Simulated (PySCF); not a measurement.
mer-MoCl3(PH3)3 (quartet state).
Bonds: Mo1–Cl2, Mo1–Cl3, Mo1–Cl4, Mo1–P5, Mo1–P9, Mo1–P13. Hydrogens: H6, H7, H8 on P5; H10, H11, H12 on P9; H14, H15, H16 on P13.

Computed, not measured: PBE0-D3(BJ)/def2-SVP geometry optimisation, gas phase, def2 core potentials past Kr in PySCF.

How far are the bound atoms from Mo1?

6 atoms: Cl4 2.359 Å, Cl3 2.393 Å, Cl2 2.410 Å, P13 2.527 Å, P9 2.528 Å, P5 2.537 Å. The nearest atom not counted as bound is H14, at 3.37 Å (others tie with it).

List the angles at Mo1.

```
      angle  degrees  distance of the outer atoms (Å)
 Cl4–Mo1–P5    176.1                             4.89
 P9–Mo1–P13    176.0                             5.05
Cl2–Mo1–Cl3    168.5                             4.78
Cl2–Mo1–Cl4     95.8                             3.54
Cl3–Mo1–Cl4     95.7                             3.52
 P5–Mo1–P13     92.3                             3.65
  P5–Mo1–P9     91.7                             3.63
 Cl2–Mo1–P9     91.2                             3.53
Cl3–Mo1–P13     90.7                             3.50
Cl2–Mo1–P13     89.5                             3.48
 Cl3–Mo1–P9     89.4                             3.46
 Cl3–Mo1–P5     88.2                             3.43
Cl4–Mo1–P13     88.1                             3.40
 Cl4–Mo1–P9     87.9                             3.39
 Cl2–Mo1–P5     80.3                             3.19
```

What is the shape at Mo1?

Distorted octahedral: the three widest angles are 176.1°, 176.0° and 168.5°, the others run from 80.3° to 95.8°. The Mo–Cl distances aren't all alike: 2.359 to 2.410 Å.

What are the other bond lengths?

P5–H6, P5–H7, P5–H8 1.419 Å; P9–H10 and 5 like bonds 1.417 Å.

Point group: near Cs, missed by 0.16 Å at most; the miss may be what the optimiser left on a soft mode. Charge 0, quartet. ⟨S²⟩ = 3.768 (exact for a quartet: 3.75). No frequency check.
